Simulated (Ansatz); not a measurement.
CH$_{6}$FInOSi, SMILES `[F][InH][CH2]O[SiH3]` at its PBE0-D4/def2-TZVP geometry, where that method's forces vanish. Charge 0, multiplicity 1. In takes the def2 core potential.

```xyz
11

F    -0.4256    0.6346   -2.8462
In   -0.9871    1.0853   -1.0096
C    -1.0589   -0.7789    0.1393
O    -0.1268   -0.7768    1.2108
Si    1.3962   -0.2516    0.9252
H    -1.3799    2.7414   -0.8686
H    -2.0541   -0.9218    0.5634
H    -0.8599   -1.6038   -0.5518
H     2.0494    0.0404    2.2188
H     2.2054   -1.1868    0.1054
H     1.2414    1.0181    0.1132
```

Task: What forces (eV/Å) does PBE-D4/def2-TZVPP give on these atoms in Ansatz 0.2.0? (Estimate.)

Result: Ansatz gave: 
```
F1   0.133 -0.110 -0.446
In2 -0.119  0.186  0.291
C3  -0.099 -0.095 -0.093
O4  -0.232 -0.156  0.450
Si5  0.381  0.121 -0.070
H6  -0.035  0.169 -0.002
H7  -0.225 -0.008  0.072
H8   0.033 -0.151 -0.173
H9   0.065  0.022  0.152
H10  0.107 -0.103 -0.100
H11 -0.009  0.124 -0.082
```
